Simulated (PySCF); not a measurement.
A calculated (M06-2X, PySCF 2.14, x2c-TZVPall, the spin-free X2C one-electron Hamiltonian (Gaussian nucleus)) atom or ion has these occupied shells.

| shell | electrons | orbital energy (eV) | rms radius, mean of both spins (bohr) |
| --- | --- | --- | --- |
| 1s α | 1 | -29154.1 | 0.0333 |
| 1s β | 1 | -29154.0 | 0.0333 |
| 2s α | 1 | -4443.3 | 0.136 |
| 2s β | 1 | -4443.3 | 0.136 |
| 2p α | 3 | -3994.5 | 0.121 |
| 2p β | 3 | -3994.5 | 0.121 |
| 3s α | 1 | -873.60 | 0.363 |
| 3s β | 1 | -873.55 | 0.363 |
| 3p α | 3 | -725.84 | 0.363 |
| 3p β | 3 | -725.77 | 0.363 |
| 3d α | 5 | -494.99 | 0.341 |
| 3d β | 5 | -494.98 | 0.341 |
| 4s α | 1 | -145.47 | 0.873 |
| 4s β | 1 | -145.39 | 0.873 |
| 4p α | 3 | -99.478 | 0.948 |
| 4p β | 3 | -99.385 | 0.948 |
| 4d α | 5 | -31.166 | 1.19 |
| 4d β | 5 | -31.006 | 1.19 |
| 5s α | 1 | -13.388 | 2.64 |
| 5s β | 1 | -10.678 | 2.64 |
| 5p α | 2 | -5.798 | 3.37 |

**Question.** Name the element and its charge.

**Answer.** Sn (tin, neutral), in [Kr] 4d10 5s2 5p2, high-spin 3P determinant.
